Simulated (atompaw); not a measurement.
# What one change does to a pseudopotential (W, PAW (atompaw))

atompaw 4.2.0.5 input, output lines left out:

```
W 74
GGA-PBE scalarrelativistic loggrid 2001 logderivrange -8 5 326
6 6 5 4 0 0
6 0 1.5
6 1 0
5 2 4
0 0 0
c
c
c
c
v
v
c
c
c
v
v
c
c
v
c
2
1.90 1.40 1.80 0.95
n
n
y
0.35
n
custom polynom gramschmidtortho besselshape
3 0.5 ultrasoft
1.45
1.80
1.90
1.90
1.75
1.90
```

Change: core [Kr] 4d10 4f14 5s2, valence charge 12; reference 5p6 5d4.5 6s1.5 6p0; waves now 6s (bound): rc 2.70 bohr; 6s channel at 1.8 Ry: rc 2.70 bohr; 5p (bound): rc 1.75 bohr; 6p (bound): rc 2.20 bohr; 5d (bound): rc 2.35 bohr; 5d channel at 0.85 Ry: rc 2.70 bohr; local potential ultrasoft scheme with l = 3 at 0.5 Ry, radius 2.60 bohr; core correction smooth core density matched at 2.35 bohr; augmentation besselshape compensation charge, radius 2.25 bohr; PAW radius 2.70 bohr; waves and projectors: custom polynom gramschmidtortho.

Cutoffs: the cutoffs (Ry, on a coarse ladder) from which the occupation-weighted sum of valence levels, in a spherical-Bessel basis at the reference potential, stays within 10 and 1 mRy of its value at 400 Ry; they do not see the model core or the augmentation charge, which bear on the density cutoff.

Question: What does the change do?

Answer: The potential gets neither clearly harder nor softer (30 Ry and 50 Ry → 30 Ry and 45 Ry); a bound ghost appears in s, which as a rule spoils a file. Several settings change at once here, so the effects cannot be laid on one of them.

| quantity | base | changed |
| --- | --- | --- |
| cutoff, loose | 30 Ry | 30 Ry |
| cutoff, tight | 50 Ry | 45 Ry |
| loose cutoff by channel (10 mRy a level) | s 18 Ry, p 18 Ry, d 25 Ry | s 6 Ry, p 21 Ry, d 15 Ry |
| bound ghosts | none | s |
| lowest overlap eigenvalue by channel | s 0.36, p 0.94, d 0.74 | s 0.08, p 0.66, d 0.67 |

 A true bound ghost makes a file unfit for plane-wave use even where its test errors are small: the radial tests pick states by their node count and pass the ghost by. The cutoffs see the waves, projectors and local potential, not the compensation charge or the core.
